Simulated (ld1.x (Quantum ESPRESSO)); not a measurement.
# B TM: all-electron and pseudo phase curves

- Element: B
- Generator: ld1.x (Quantum ESPRESSO) 7.5
- Type: norm-conserving Troullier–Martins (Kleinman–Bylander form)
- Functional: PBE
- Relativity: non-relativistic
- Frozen core: [He]
- Valence charge: 3
- Reference configuration: 2s2 2p1
- Partial waves: 2s (bound): rc 1.50 bohr; 2p (bound): rc 3.55 bohr
- Local potential: all-electron potential smoothed inside 1.40 bohr (lloc = -2)
- Core correction: none

The phase is arctan(r·u′/u) with u = r·R(r), unwrapped; energies in Ry, scanned from -3 to 5 Ry. A pole is an energy at which the radial function vanishes at the test radius. The pseudo phase is shifted by a multiple of π to meet the all-electron one at the reference energy, and phase errors are pseudo minus all-electron; the curves can meet again beyond the range given. Levels narrower than the energy grid can be missing from the lists of poles.

```json
{"channel": "s", "radius (bohr)": "3.85", "reference energy (Ry)": "-0.69", "poles, all-electron": "-0.61, 1.89", "poles, pseudo": "-0.61, 1.86", "unbroken range about the reference energy with phases within 0.05 rad": "below 3.1", "phase error 1 Ry above the reference energy (rad)": "-0.005"}
{"channel": "p", "radius (bohr)": "3.85", "reference energy (Ry)": "-0.27", "poles, all-electron": "-0.12, 1.98", "poles, pseudo": "-0.12, 2.31", "unbroken range about the reference energy with phases within 0.05 rad": "below 0.5", "phase error 1 Ry above the reference energy (rad)": "+0.276"}
```

Phases in the s channel:

```
E (Ry)  all-electron  pseudo
 -3.00         1.413   1.413
 -2.52         1.396   1.396
 -2.04         1.372   1.372
 -1.56         1.333   1.333
 -1.08         1.229   1.229
 -0.60        -1.583  -1.583
 -0.12        -1.901  -1.901
  0.36        -2.411  -2.418
  0.84        -4.169  -4.179
  1.32        -4.572  -4.576
  1.80        -4.697  -4.701
  2.28        -4.777  -4.784
  2.76        -4.868  -4.883
  3.24        -5.070  -5.147
  3.72        -6.509  -7.013
  4.20        -7.570  -7.637
  4.68        -7.730  -7.760
```
